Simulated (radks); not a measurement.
Initial-state core-level shifts of neutral mercury when its valence configuration changes from [Hg]. Calculated with a radial shooting solver on a logarithmic mesh with Libxc functionals: scalar-relativistic Kohn-Sham, PBE, spin-unpolarised, spherical densities, finite nucleus; Fermi nuclear charge, rms radius 5.4648 fm. Shifts are changes of the shell-averaged eigenvalues in eV (positive: less bound); the change of the density at the nucleus, which sets a Mossbauer isomer shift, is in e/bohr^3, on a base of 2.5e+06.

[Xe] 4f14 5d10 6s1.5 6p0.5: 2s -1.176; 3p -1.183; 3d -1.181; 4d -1.187; density at nucleus -69.2
[Xe] 4f13 5d10 6s2 6p1: 2s -19.974; 3p -21.969; 3d -21.823; 4d -18.217; density at nucleus +234.8
[Xe] 4f14 5d10 6s1 6p1: 2s -2.213; 3p -2.227; 3d -2.223; 4d -2.234; density at nucleus -145.5
[Xe] 4f12 5d10 6s2 6p2: 2s -40.764; 3p -44.821; 3d -44.537; 4d -36.894; density at nucleus +480.5
[Xe] 4f14 5d10 6p2: 2s -4.062; 3p -4.092; 3d -4.085; 4d -4.106; density at nucleus -315.0
[Xe] 4f12 5d10 6p4: 2s -44.124; 3p -48.210; 3d -47.920; 4d -40.289; density at nucleus +41.8
[Xe] 4f14 5d9 6s2 6p1: 2s -5.747; 3p -5.708; 3d -5.721; 4d -5.679; density at nucleus +66.5
[Xe] 4f14 5d9.5 6s2 6p0.5: 2s -2.915; 3p -2.898; 3d -2.903; 4d -2.886; density at nucleus +33.6
[Xe] 4f13.5 5d10 6p2.5: 2s -13.682; 3p -14.699; 3d -14.618; 4d -12.887; density at nucleus -230.2
